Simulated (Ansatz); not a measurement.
C$_{5}$H$_{5}$Cu (`[C@H]12[C@@H]3[C@@H]4[C@@H]5[C@H]1[Cu]2345`) from Hartree–Fock to CCSD(T)

```xyz
11

C     1.0368   -0.5131    0.3848
C     0.8625    0.8598    0.0549
C    -0.5260    1.0889   -0.1542
C    -1.2098   -0.1424    0.0465
C    -0.2440   -1.1324    0.3798
Cu    0.1836   -0.3669   -1.6229
H     1.9712   -0.9903    0.6408
H     1.6415    1.6069    0.0167
H    -0.9852    2.0403   -0.3788
H    -2.2789   -0.2890    0.0010
H    -0.4518   -2.1620    0.6314
```

Charge 0, multiplicity 1. For Cu the d shell is correlated and the shells below it are frozen. Scalar relativity is left out up to krypton. The structure was optimised at the PBE0-D4/def2-TZVP level. Frozen core, restricted reference, the Gaussian-basis code of Ansatz.

```
     basis      HF (Eh)  MP2 corr.
  def2-SVP  -1830.76794   -0.98602
def2-TZVPP  -1831.20929   -1.33203
def2-QZVPP  -1831.25722   -1.41255
```

Estimate the CCSD correlation energy and the (T) correction in each basis where they were run (hartree).


```json
{"basis": "def2-SVP", "CCSD corr.": "-0.97493", "(T)": "-0.04452"}
{"basis": "def2-TZVPP", "CCSD corr.": "-1.27206", "(T)": "-0.06603"}
```
